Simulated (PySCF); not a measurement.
Choosing a molecule for a target property.

Each SMILES stands for a single optimised conformer of the isolated species, non-relativistic unless stated; the electronic structure was computed with PySCF and density fitting.

Dipoles, sizes and rotational constants follow the conformer. The torsions of the flexible species, by atom-mapped SMILES:
- `[CH:1]#[C:2][CH2:3][C+:4]([CH3:5])[C@@H:6]1[CH2:7][C@@H:8]1[F:9]`: C2–C3–C4–C5 7°, C3–C4–C6–C7 23°
- `[CH3:1][O:2][Ge:3]([O:4][CH3:5])([O:6][CH3:7])[O:8][CH3:9]`: C1–O2–Ge3–O4 -74°, O2–Ge3–O4–C5 -76°, O2–Ge3–O6–C7 -167°, O2–Ge3–O8–C9 -46°
- `[CH3:1][P:2]([CH3:3])(=[O:4])[c:5]1[cH:6][cH:7][cH:8][s:9]1`: C1–P2–C5–C6 -127°
- `[O:1]=[C:2]([F:3])[c:4]1[cH:5][cH:6][c:7]([C:8](=[O:9])[F:10])[cH:11][cH:12]1`: O1–C2–C4–C5 180°, C6–C7–C8–O9 0°

Problem. Wanted: lowest triplet excitation (Tamm–Dancoff) below 3.7 eV (TDA wB97X-D/def2-SVPD) and electronic spatial extent ⟨r²⟩ about the centre of nuclear charge above 640 bohr² (wB97X-D/def2-SVPD), at PBE0-D3(BJ)/def2-SVP geometries. Which candidate meets both?
A. `C#CC[C+](C)[C@@H]1C[C@@H]1F`
B. `C[O][Ge]([O]C)([O]C)[O]C`
C. `N#C[C@@H]1C[C@H](F)O1`
D. `Fc1cnccn1`

Solution. A. Computed values:
| species | lowest triplet excitation (Tamm–Dancoff) | electronic spatial extent ⟨r²⟩ about the centre of nuclear charge |
| --- | --- | --- |
| C#CC[C+](C)[C@@H]1C[C@@H]1F | 3.57 eV | 1357 bohr² |
| Fc1cnccn1 | 3.76 eV | 589 bohr² |
| N#C[C@@H]1C[C@H](F)O1 | 6.15 eV | 696 bohr² |
| C[O][Ge]([O]C)([O]C)[O]C | 6.83 eV | 1604 bohr² |

Problem. Wanted: lowest singlet excitation below 5 eV (TDDFT wB97X-D/def2-SVPD) and vertical ionisation energy below 11 eV (ΔSCF wB97X-D/def2-SVPD), at PBE0-D3(BJ)/def2-SVP geometries. Which candidate meets both?
A. `C(C#C)[C+](C)[C@@H]1C[C@@H]1F`
B. `Fc1cnccn1`
C. `CP(C)(=O)C1=CC=CS1`
D. `F[C@@H]1O[C@@H](C1)C#N`

Solution. B. Computed values:
| species | lowest singlet excitation | vertical ionisation energy |
| --- | --- | --- |
| C(C#C)[C+](C)[C@@H]1C[C@@H]1F | 3.85 eV | 14.18 eV |
| Fc1cnccn1 | 4.41 eV | 10.21 eV |
| CP(C)(=O)C1=CC=CS1 | 5.58 eV | 9.05 eV |
| F[C@@H]1O[C@@H](C1)C#N | 7.17 eV | 11.68 eV |

Problem. Wanted: HOMO energy between -13 eV and -10 eV (wB97X-D/def2-SVPD) and smallest rotational constant below 0.6 GHz (PBE0-D3(BJ)/def2-SVP), at PBE0-D3(BJ)/def2-SVP geometries. Which candidate meets both?
A. `CP(C)(=O)c1cccs1`
B. `O=C(F)c1ccc(C(=O)F)cc1`
C. `n1cc(ncc1)F`
D. `N#C[C@@H]1C[C@H](F)O1`
E. `C[O][Ge]([O]C)([O]C)[O]C`
F. `C#CC[C+](C)[C@@H]1C[C@@H]1F`

Solution. B. Computed values:
```
                    species  HOMO energy  smallest rotational constant
C#CC[C+](C)[C@@H]1C[C@@H]1F    -13.75 eV                     0.852 GHz
      N#C[C@@H]1C[C@H](F)O1    -11.27 eV                     1.770 GHz
     O=C(F)c1ccc(C(=O)F)cc1    -10.35 eV                     0.390 GHz
   C[O][Ge]([O]C)([O]C)[O]C    -10.06 eV                     1.079 GHz
                n1cc(ncc1)F     -9.82 eV                     1.908 GHz
           CP(C)(=O)c1cccs1     -9.05 eV                     0.749 GHz
```
